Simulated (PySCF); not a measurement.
Species: C₆H₉S (doublet state).
SMILES with atom numbers: `[CH2:1]=[C:2]([CH3:3])[CH:4][C@H:5]1[CH2:6][S:7]1` (hydrogens: H8, H9 on C1; H10, H11, H12 on C3; H13 on C4; H14 on C5; H15, H16 on C6)

Structure used (GFN2-xTB), in Å, numbered top down from 1:
```
atom  x, y, z in Å
C1    -1.6410    1.2275    1.3401
C2    -0.9967    0.4776    0.4073
C3    -1.7525   -0.0827   -0.7642
C4     0.3819    0.2265    0.5283
C5     1.1596   -0.5320   -0.3838
C6     2.6347   -0.6255   -0.2658
S7     1.9034   -2.1468    0.3497
H8    -1.1194    1.6356    2.1880
H9    -2.6918    1.4415    1.2640
H10   -1.3625    0.3160   -1.6999
H11   -1.6577   -1.1671   -0.7880
H12   -2.8063    0.1722   -0.6944
H13    0.8814    0.5842    1.4181
H14    0.7329   -0.7628   -1.3512
H15    3.2069   -0.7345   -1.1784
H16    3.1194   -0.0205    0.4912
```

The hyperfine couplings belong to this conformer and change with its torsions.

Computed, not measured: PySCF, UKS B3LYP, pcH-1 on C H S, non-relativistic, mean-field spin-orbit, GIAO. The structure is a single GFN2-xTB conformer in the gas phase; no vibrational or solvent corrections. Couplings are sensitive to structure, and on GFN2-xTB geometries they can be far from those on DFT ones. Stability of the SCF solution: not tested. ⟨S²⟩ is 0.777 where a pure state has 0.75.

The largest Mulliken spin populations are on C4 (+0.61), C1 (+0.54), S7 (+0.24) and C2 (-0.23). Three atoms exceed +0.15. The positive populations add up to 1.42 and the negative ones to -0.42, together 2S = 1. The angles at C4 add up to 359.9°, so it is planar; its axial dipolar tensor and the negative coupling of its proton fit spin in a p orbital normal to that plane.

(1) McConnell's relation a(H) = Q·ρ ties the coupling of a proton on a planar π carbon to the spin population of that carbon. What Q do the computed values give?

Results:

(1) 
```json
{"H": "H8", "C": "C1", "ρ(C)": "+0.543", "a(H) (G)": "-11.26", "a/ρ (G)": "-20.7"}
{"H": "H9", "C": "C1", "ρ(C)": "+0.543", "a(H) (G)": "-11.97", "a/ρ (G)": "-22.0"}
{"H": "H13", "C": "C4", "ρ(C)": "+0.605", "a(H) (G)": "-13.10", "a/ρ (G)": "-21.6"}
```

A least-squares line through the origin gives Q = -21.5 G with Mulliken populations. In McConnell's picture π spin on carbon polarises the C–H bond and leaves opposite spin at the proton, which makes Q negative, as found here.

Couplings in gauss use g_iso = 2.0043.
